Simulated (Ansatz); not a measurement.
(1) Predict a relaxed structure of GeEt2Me2 (C6H16Ge), charge 0, singlet, at r2SCAN-D4/def2-SVP (Ansatz).

Answers

(1) 
```xyz
23

C     0.314   -1.868    0.645
C     0.579   -1.695    2.141
C    -1.361    0.863    0.322
C    -1.580    2.187   -0.412
C    -0.076   -0.555   -2.255
C     1.816    0.868   -0.105
Ge    0.172   -0.175   -0.349
H     1.117   -2.465    0.177
H    -0.620   -2.435    0.480
H     0.656   -2.664    2.663
H     1.522   -1.152    2.325
H    -0.225   -1.124    2.634
H    -1.206    1.044    1.401
H    -2.260    0.225    0.247
H    -2.443    2.746   -0.011
H    -0.701    2.847   -0.331
H    -1.768    2.028   -1.487
H    -0.113    0.375   -2.844
H    -1.014   -1.108   -2.427
H     0.756   -1.167   -2.639
H     1.795    1.781   -0.720
H     2.697    0.277   -0.402
H     1.943    1.168    0.947
```
 This is one stationary point.
